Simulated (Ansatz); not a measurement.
Isolated molecules relaxed with PBE0-D4/def2-TZVP in Ansatz; ΔE leaves out vibrations. CBS: MP2 limit from def2 TZ/QZ plus the TZ coupled-cluster correction, frozen cores. This one scheme is used for every species. Functionals use def2-TZVPP. B3LYP here is the variant with VWN-RPA as its local correlation; programs differ in this. For Se outer-core shells are correlated without core-valence functions, which leaves a few kJ/mol of doubt a bond. Scalar relativity is left out up to krypton. One conformer a species, not always the lowest.

Reaction (formal exchange of groups at the Se–Si bond): `C=C[Se][Si](F)(F)F` + `C=N` → `C=C[Se]C=N` + `F[SiH](F)F`

```csv
level,ΔE (kJ/mol),difference from CCSD(T)/CBS
PBE-D4,57.8,-13.1
r2SCAN-D4,60.0,-10.9
PBE0-D4,66.5,-4.4
B3LYP-D4,64.2,-6.7
ωB97X-V,70.2,-0.7
ωB97M-V,72.6,1.7
B2PLYP,59.7,-11.2
PBE,53.0,-17.9
r2SCAN,58.8,-12.1
PBE0,62.1,-8.8
B3LYP,56.4,-14.5
HF/def2-TZVPP,74.7,3.8
MP2/def2-TZVPP,62.1,-8.8
SCS-MP2/def2-TZVPP,62.7,-8.2
CCSD/def2-TZVPP,68.3,-2.6
CCSD(T)/def2-TZVPP,65.9,-5.0
HF/def2-QZVPP,73.6,2.7
MP2/def2-QZVPP,64.6,-6.3
SCS-MP2/def2-QZVPP,65.0,-5.9
HF/CBS(def2),73.5,2.6
MP2/CBS(def2),67.1,-3.8
CCSD/CBS(def2),73.3,2.4
CCSD(T)/CBS,70.9,0
```

Largest T1 diagnostic among the species: 0.012.

From PBE to PBE0 (25 % exact exchange), in def2-TZVPP and without D4, ΔE moves by +9.1 kJ/mol. In def2-TZVPP, CCSD(T) changes the Hartree–Fock value by −8.8 kJ/mol (the triples alone add −2.4 kJ/mol) and MP2 by −12.6 kJ/mol. The D4 term adds +7.8 kJ/mol with B3LYP and +4.4 kJ/mol with PBE0; it sums over pairs of atoms, weighted by their polarisabilities, and B3LYP, whose exchange is more repulsive, gets the larger term.
